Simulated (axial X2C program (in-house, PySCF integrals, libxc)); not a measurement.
## Outer orbitals of AlTi at 2.494 Å, PBE0

Computed with an axial X2C code built on PySCF integrals. Spin-free means the one-electron spin-free X2C Hamiltonian; two-component (2c) means X2C with spin–orbit coupling and atomic mean-field two-electron Coulomb and Gaunt terms, so the difference of the two also holds small scalar two-electron terms. Basis: Ti dyall-cv3z [10s10p6d4f2g], Al dyall-v3z [8s8p2d1f] (cores contracted in-house); Gaussian nuclei, density fitting, unrestricted open shells. Masses: Ti 47.948 u, Al 26.982 u.

The distance is close to the 2c PBE0 minimum; the highest filled and lowest empty levels are listed.

Spin-free orbitals, state M_S = 5/2, Λ = 2 (beyond evenly filled blocks: 2 × σα, π+α, π-α, δ+α) (Löwdin shares):

```
symmetry  occupied  ε (eV)              atomic character
      σα       yes   -9.35  57% Al s, 17% Ti s, 12% Ti p
      σβ       yes   -7.57  63% Al s, 14% Ti s, 13% Ti p
      σα       yes   -5.03  43% Al p, 30% Ti d, 11% Ti s
     δ+α       yes   -4.88                      99% Ti d
      σα       yes   -4.84   50% Ti d, 37% Ti s, 8% Al p
     π+α       yes   -4.52   55% Ti d, 32% Al p, 9% Ti p
     π-α       yes   -4.39  49% Ti d, 37% Al p, 10% Ti p
      σβ        no   -2.02  44% Al p, 41% Ti s, 11% Ti p
      σα        no   -1.71  47% Ti p, 27% Al p, 14% Ti s
     π+α        no   -1.62  41% Ti p, 37% Ti d, 20% Al p
     π-α        no   -1.48  42% Ti d, 40% Ti p, 16% Al p
```

Spinors with spin–orbit coupling (state Ω = 1/2):

```json
{"ω": "1/2", "occupied": "yes", "ε (eV)": "-9.35", "atomic character": "57% Al s, 17% Ti s, 12% Ti p", "λ mixture": "100% σ"}
{"ω": "-1/2", "occupied": "yes", "ε (eV)": "-7.57", "atomic character": "63% Al s, 14% Ti s, 13% Ti p", "λ mixture": "100% σ"}
{"ω": "1/2", "occupied": "yes", "ε (eV)": "-5.03", "atomic character": "43% Al p, 30% Ti d, 11% Ti s", "λ mixture": "100% σ"}
{"ω": "-3/2", "occupied": "yes", "ε (eV)": "-4.90", "atomic character": "99% Ti d", "λ mixture": "100% δ"}
{"ω": "1/2", "occupied": "yes", "ε (eV)": "-4.84", "atomic character": "50% Ti d, 38% Ti s, 8% Al p", "λ mixture": "100% σ"}
{"ω": "-1/2", "occupied": "yes", "ε (eV)": "-4.52", "atomic character": "55% Ti d, 32% Al p, 9% Ti p", "λ mixture": "100% π"}
{"ω": "3/2", "occupied": "yes", "ε (eV)": "-4.38", "atomic character": "49% Ti d, 37% Al p, 10% Ti p", "λ mixture": "100% π"}
{"ω": "-1/2", "occupied": "no", "ε (eV)": "-2.02", "atomic character": "44% Al p, 41% Ti s, 11% Ti p", "λ mixture": "100% σ"}
{"ω": "1/2", "occupied": "no", "ε (eV)": "-1.71", "atomic character": "47% Ti p, 27% Al p, 14% Ti s", "λ mixture": "100% σ"}
{"ω": "-1/2", "occupied": "no", "ε (eV)": "-1.63", "atomic character": "41% Ti p, 37% Ti d, 20% Al p", "λ mixture": "100% π"}
{"ω": "3/2", "occupied": "no", "ε (eV)": "-1.47", "atomic character": "42% Ti d, 40% Ti p, 16% Al p", "λ mixture": "100% π"}
```

Mulliken charges and populations of the two-component result (they depend on the basis, above all on diffuse functions):

Ti 0.09 e (s 6.78 p 12.26 d 2.86 f 0.01), Al -0.09 e (s 5.80 p 7.23 d 0.04 f 0.01). ⟨Lz⟩ = -2.00 ħ and ⟨Sz⟩ = 2.50 ħ (1.87 and 0.63 on the two atoms), which add up to Ω.

Occupations by symmetry block were frozen at the best pattern of an incomplete PBE0 search. Density functionals use the spin component along the axis (collinear). Other states lie close and PBE0, whose exact exchange favours high spin, may order them wrongly; the determinant shown need not be the ground state. The nearest other spin-free determinant of the search, M_S = 3/2, Λ = 2, lies 0.22 eV up at the distance of the search. The functionals have no current-density term, which raises determinants with orbital currents, atoms included. The spin of this state cannot come from the lowest atoms; the curve heads to a higher limit, and no De is given. With several unpaired electrons one determinant need not be a pure state.
